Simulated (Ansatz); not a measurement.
```yaml
crystal:
  periodic: [false, false, false]
  atoms:
    - {symbol: C, position_ang: [0.474096, 0.647303, 1.338714]}
    - {symbol: C, position_ang: [0.049282, 0.003265, 0.184840]}
    - {symbol: C, position_ang: [1.043213, -1.117083, -0.501373]}
    - {symbol: C, position_ang: [-1.342009, -0.893034, 0.292379]}
    - {symbol: Ga, position_ang: [-0.389484, 1.335397, -1.251529]}
    - {symbol: F, position_ang: [-1.401448, 2.821757, -0.842802]}
    - {symbol: Cl, position_ang: [0.508799, 1.461112, -3.157465]}
    - {symbol: H, position_ang: [0.335115, -0.169757, 2.192193]}
    - {symbol: H, position_ang: [-0.240235, 1.303226, 1.702594]}
    - {symbol: H, position_ang: [1.432191, 1.122854, 1.430006]}
    - {symbol: H, position_ang: [0.805437, -1.587490, -1.505766]}
    - {symbol: H, position_ang: [1.381791, -1.801861, 0.203976]}
    - {symbol: H, position_ang: [2.120428, -0.576578, -0.791528]}
    - {symbol: H, position_ang: [-1.800052, -1.184826, -0.554888]}
    - {symbol: H, position_ang: [-1.247101, -1.618436, 1.228722]}
    - {symbol: H, position_ang: [-2.141694, 0.055828, 0.475127]}
basis:
  gaussian: {orbitals: def2-TZVP}
hamiltonian: {xc: {name: B2PLYP}}
relax: {f_tol: 0.001, max_steps: 2}
```

```sh
$ ansatz run in.yaml --threads 2 --pin off --events-out ev --progress --plain --max-ram 22528MiB --backend cuda --devices 0, --max-vram 18GiB
```

Output, abridged:

```
Functional definition: B2PLYP
2181 factors; integrals over basis functions are off by at most 2.6e-4 eV
mean field evaluation 1: about -71875.1354 eV, gradient 6.7e1 eV
mean field evaluation 2: about -71875.3583 eV, gradient 6.7e1 eV
mean field evaluation 4: about -71884.6064 eV, gradient 9.3e0 eV
mean field evaluation 8: about -71884.7563 eV, gradient 1.0e0 eV
mean field evaluation 16: about -71884.7583 eV, gradient 5.9e-4 eV
mean field -71884.75829964 eV, -2641.7161422725 hartree, gradient 3.1e-6 eV, S^2 0.000000; 0 other end points of the search recorded, 0 dependent functions left out
19 core orbitals not correlated: weight in the atoms' cores, before any rotation towards them, 1.000 or more for the frozen orbitals, at most 0.000 for the correlated occupied ones
reference -71884.75850753 eV, -2641.7161499125 hartree; 26, 26 occupied and 249, 249 virtual orbitals, 2181 factors
second order -44.96249328 eV of doubles, -0.00000000 eV of singles
relax step   1: F+E_penalty+E_count = -71896.89817282 eV  Δ(F+E_penalty+E_count) = +0.000e0 eV  max|allowed force component| = 7.037e0 eV/Å  Δτ_max = 0.0000 Å  (45 SCF iters, accepted)
2181 factors; integrals over basis functions are off by at most 2.8e-4 eV
mean field evaluation 32: about -71887.0917 eV, gradient 1.7e-6 eV
mean field -71887.09169729 eV, -2641.8018930545 hartree, gradient 1.6e-6 eV, S^2 0.000000; 0 other end points of the search recorded, 0 dependent functions left out
19 core orbitals not correlated: weight in the atoms' cores, before any rotation towards them, 1.000 or more for the frozen orbitals, at most 0.000 for the correlated occupied ones
reference -71887.09190500 eV, -2641.8019006877 hartree; 26, 26 occupied and 249, 249 virtual orbitals, 2181 factors
second order -44.54552385 eV of doubles, -0.00000000 eV of singles
relax step   2: F+E_penalty+E_count = -71899.11898873 eV  Δ(F+E_penalty+E_count) = -2.221e0 eV  max|allowed force component| = 2.806e0 eV/Å  Δτ_max = 0.1949 Å  (49 SCF iters, accepted)
Error: geometry relaxation did not converge after 2 steps: max|allowed force component| = 2.81e0 eV/Å (threshold 1.0e-3). Raise `relax.max_steps` over both its present limit and 2, loosen `relax.f_tol`, or start from a geometry closer to equilibrium. Where this run's directory can be resumed (`checkpoint.write`), a resume goes on for up to `relax.max_steps` more
```

Q: Something in this input is off. What?

A: The relaxation is allowed too few steps for its threshold. The calculation stopped without meeting its thresholds.
